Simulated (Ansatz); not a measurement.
All numbers were calculated with Ansatz.

`F[B@H-]1[F+][B@H-](F)[F+]1` at its PBE0-D4/def2-TZVP geometry, where that method's forces vanish. Total charge 0; spin multiplicity 1.

| atom | x (Å) | y (Å) | z (Å) |
| --- | --- | --- | --- |
| F1 | 1.860 | 0.378 | 0.875 |
| B2 | 1.098 | -0.220 | -0.020 |
| F3 | -0.150 | -0.813 | 0.670 |
| B4 | -1.098 | 0.220 | 0.020 |
| F5 | -1.860 | -0.378 | -0.875 |
| F6 | 0.150 | 0.813 | -0.670 |
| H7 | 1.540 | -0.968 | -0.829 |
| H8 | -1.540 | 0.968 | 0.829 |

**Question.** For each bond, give half the difference of the two atoms' forces along it (eV/Å; positive pushes the atoms apart) under PBE-D4, r2SCAN-D4, B3LYP-D4, ωB97M-V in def2-TZVPP. (Best estimate.)

**Answer.** The calculation gave: 
```tsv
bond	length (Å)	PBE-D4	r2SCAN-D4	B3LYP-D4	ωB97M-V
F1–B2	1.319	0.42	0.10	0.15	0.22
B2–F3	1.544	0.28	0.14	0.19	0.16
B2–F6	1.545	0.28	0.13	0.19	0.15
B2–H7	1.187	-0.09	-0.13	-0.26	-0.29
F3–B4	1.545	0.28	0.13	0.19	0.15
B4–F5	1.319	0.42	0.10	0.15	0.22
B4–F6	1.544	0.28	0.14	0.19	0.16
B4–H8	1.187	-0.09	-0.13	-0.26	-0.29
```

B3LYP here is the variant with VWN-RPA as its local correlation; programs differ in this.
